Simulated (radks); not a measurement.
Values are calculated unless marked as measured or tabulated.
Species: Se3+. Configuration: [Ar] 3d10 4p1 5p2 (not the ground configuration).

Code: a radial shooting solver on a logarithmic mesh with Libxc functionals. Model: Dirac Kohn-Sham, revPBE, spin-unpolarised, spherical densities, point nucleus; open shells are shared between the two j in proportion to 2j + 1.

Energy parts (eV):
part                       energy
total                  -65994.270
kinetic                 67578.881
electron-nucleus      -157763.631
Hartree                 26545.981
exchange-correlation    -2355.500

Orbitals (lengths in bohr, moments of r in powers of bohr; <r^-3> diverges for s and p1/2):
| orbital | occ. | eigenvalue (eV) | <r^-3> | <r> |
|---|---|---|---|---|
| 1s1/2 | 2 | -12556.77 | - | 0.04407 |
| 2s1/2 | 2 | -1660.398 | - | 0.1956 |
| 2p1/2 | 2 | -1494.933 | - | 0.1685 |
| 2p3/2 | 4 | -1453.159 | 1178 | 0.1723 |
| 3s1/2 | 2 | -266.7632 | - | 0.5729 |
| 3p1/2 | 2 | -210.1132 | - | 0.5807 |
| 3p3/2 | 4 | -204.2212 | 167.6 | 0.5911 |
| 3d3/2 | 4 | -106.4844 | 20.73 | 0.6173 |
| 3d5/2 | 6 | -105.5741 | 20.09 | 0.6213 |
| 4s1/2 | 0 | -60.1415 | - | 1.552 |
| 4p1/2 | 0.333333 | -46.4047 | - | 1.733 |
| 4p3/2 | 0.666667 | -45.6658 | 21.19 | 1.756 |
| 4d3/2 | 0 | -26.3754 | 1.835 | 2.377 |
| 4d5/2 | 0 | -26.2955 | 1.790 | 2.385 |
| 5p1/2 | 0.666667 | -19.5390 | - | 3.737 |
| 5p3/2 | 1.33333 | -19.3400 | 5.747 | 3.766 |

The highest occupied level is 5p3/2 at -19.340 eV. The configuration is held as typed, so some empty levels lie below it. Summed over all electrons, <r^2> = 43.25 bohr^2, which gives a Langevin (diamagnetic) susceptibility term of -34.3 x 10^-6 cm^3/mol.
